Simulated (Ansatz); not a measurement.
Br4Si, charge +1, doublet, geometry from GFN2-xTB (a state made from the parent by changing its charge; the spin is typed, not shown lowest). Base run: BLYP/def2-SVP (Ansatz, a program for electronic structure).

Geometry (Å):
```xyz
5

Br    -1.1852    -1.4880    -1.1631
Si     0.0000     0.0000     0.0000
Br    -1.1159     1.9280     0.0954
Br     1.9664     0.3280    -0.9986
Br     0.3347    -0.7681     2.0663
```
Charge +1, spin multiplicity 2.
Orbitals are unrestricted.
All else is at Ansatz's defaults.
Base energy -10584.69752 Eh.

Variants of this job, named by their change:

```
change                                                            ΔE vs base (mEh)
----------------------------------------------------------------  ----------------
base                                                                         0.000
point_charge = charge:1.0 position_ang:-5.0525, 0.6057, -1.2064             92.061
point_charge = charge:-1.0 position_ang:-2.441, 4.6129, 0.3358              -129.5
fitting.mean_field = cc-pVTZ-JKFIT                                          -0.290
nuclear_model = gaussian                                                    50.508
lower_state_search = light                                                   0.000
accuracy = high                                                              0.000
forces = on                                                                  0.000
final_grid = 4, 8, 17                                                       -0.270
final_grid = 6, 12, 29                                                       0.005
point_charge = charge:0.5 position_ang:-4.4137, -1.5819, -2.3165            48.848
```
